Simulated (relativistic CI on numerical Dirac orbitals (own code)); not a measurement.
**Electric-dipole transitions in Ce⁵⁵⁺**

These numbers are calculated, not measured: Dirac-Coulomb-Breit CI, separate exchange-only KLI orbitals for each configuration, model QED (radiative potential, 1s self-energy scaled to tabulated hydrogen-like ionisation energies), unscaled Slater integrals (own radial code, finite nucleus).

CI space (outside the closed core 1s2): 2s, 2p, 3s, 3p, 3d, 4s, 4p, 4d, 4f, 5s, 5p, 5d, 5f, 5g. Levels of other configurations are missing.

| λ vac (Å) | Lower | Upper | A (s⁻¹) | E lower (Ry) | E upper (Ry) |
| --- | --- | --- | --- | --- | --- |
| 1.5242 | 2p ²P°3/2 [3] | 4d ²D5/2 [13] | 2.05e+14 | 47.153 | 645.008 |
| 1.8674 | 2s ²S1/2 [1] | 3p ²P°3/2 [6] | 2.04e+14 | 0.000 | 487.988 |
| 1.9023 | 2p ²P°1/2 [2] | 3d ²D3/2 [7] | 5.72e+14 | 9.762 | 488.791 |
| 1.9109 | 2s ²S1/2 [1] | 3p ²P°1/2 [5] | 2.48e+14 | 0.000 | 476.869 |
| 2.0479 | 2p ²P°3/2 [3] | 3d ²D5/2 [8] | 6.35e+14 | 47.153 | 492.126 |
| 3.9965 | 3p ²P°3/2 [6] | 5d ²D5/2 [20] | 3.38e+13 | 487.988 | 716.004 |
| 4.0105 | 3d ²D3/2 [7] | 5f ²F°5/2 [21] | 4.32e+13 | 488.791 | 716.013 |
| 4.0638 | 3d ²D5/2 [8] | 5f ²F°7/2 [23] | 4.47e+13 | 492.126 | 716.368 |
| 5.3899 | 3s ²S1/2 [4] | 4p ²P°3/2 [11] | 2.60e+13 | 474.189 | 643.259 |
| 5.4656 | 3p ²P°1/2 [5] | 4d ²D3/2 [12] | 5.69e+13 | 476.869 | 643.596 |
| 5.8035 | 3p ²P°3/2 [6] | 4d ²D5/2 [13] | 6.88e+13 | 487.988 | 645.008 |
| 5.8328 | 3d ²D3/2 [7] | 4f ²F°5/2 [14] | 1.29e+14 | 488.791 | 645.023 |
| 5.9331 | 3d ²D5/2 [8] | 4f ²F°7/2 [15] | 1.35e+14 | 492.126 | 645.716 |
| 11.741 | 4s ²S1/2 [9] | 5p ²P°3/2 [18] | 5.97e+12 | 637.493 | 715.109 |
| 11.882 | 4p ²P°1/2 [10] | 5d ²D3/2 [19] | 1.13e+13 | 638.587 | 715.281 |
| 12.527 | 4p ²P°3/2 [11] | 5d ²D5/2 [20] | 1.43e+13 | 643.259 | 716.004 |
| 12.584 | 4d ²D3/2 [12] | 5f ²F°5/2 [21] | 2.39e+13 | 643.596 | 716.013 |
| 12.770 | 4d ²D5/2 [13] | 5f ²F°7/2 [23] | 2.54e+13 | 645.008 | 716.368 |
| 12.773 | 4f ²F°5/2 [14] | 5g ²G7/2 [22] | 4.07e+13 | 645.023 | 716.368 |
| 12.859 | 4f ²F°7/2 [15] | 5g ²G9/2 [24] | 4.18e+13 | 645.716 | 716.579 |

Terms are leading LS components. Brackets give the number of a level in order of energy, since labels repeat. The list gives strong lines, with weight on those to low levels, without lines whose two gauges differ by over a factor of 2.5. Levels whose partners in the same complex of configurations lie outside the list can be far off, and so can their lines. Rates are taken at the computed energies, electric ones in the length gauge.

At this charge energies of transitions that change n are usually good to better than 1 %, and those within a shell (Δn = 0) to a few per cent.

Problem. From the table, what is the radiative lifetime of 4d ²D5/2?

Solution. The listed rates from this level add up to about 2.74e+14 s⁻¹, 100 % of its decay; with all channels τ = 3.64e-15 s.
